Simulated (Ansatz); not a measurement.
Reaction (formal exchange of groups at a Ge–Ge bond): `[GeH3][SiH2][SiH2][SiH2][GeH2][GeH3]` + `N=CCl` → `N=[C](Cl)[GeH3]` + `[GeH3][SiH2][SiH2][SiH2][GeH3]`

Calculated with Ansatz (gas phase, PBE0-D4/def2-TZVP geometries, no zero-point term in ΔE). CCSD(T)/CBS adds triple-zeta CCSD(T) − MP2 to the extrapolated MP2 energy (def2 sets, frozen cores). This one scheme is used for every species. DFT in def2-TZVPP. For Ge outer-core shells are correlated without core-valence functions, which leaves a few kJ/mol of doubt a bond. Scalar relativity is left out up to krypton. Each species was taken in one conformer, which may not be the lowest.

```tsv
level	ΔE (kJ/mol)
r2SCAN	51.0
MP2/def2-QZVPP	53.0
```

**Question.** What does CCSD(T)/CBS give? (Estimate.)

**Answer.** Ansatz gave: +53.1 kJ/mol. The listed levels differ from it by -2.1, -0.1 kJ/mol.

Largest T1 diagnostic among the species: 0.013.

Leaving LDA and LC-ωPBE aside and taking each functional with its dispersion term where it has one, the values, not all of them listed here, spread over 12.6 kJ/mol, from B97M-V to HSE06-D4. In def2-TZVPP, CCSD(T) changes the Hartree–Fock value by +7.5 kJ/mol (the triples alone add −0.5 kJ/mol) and MP2 by +7.9 kJ/mol.
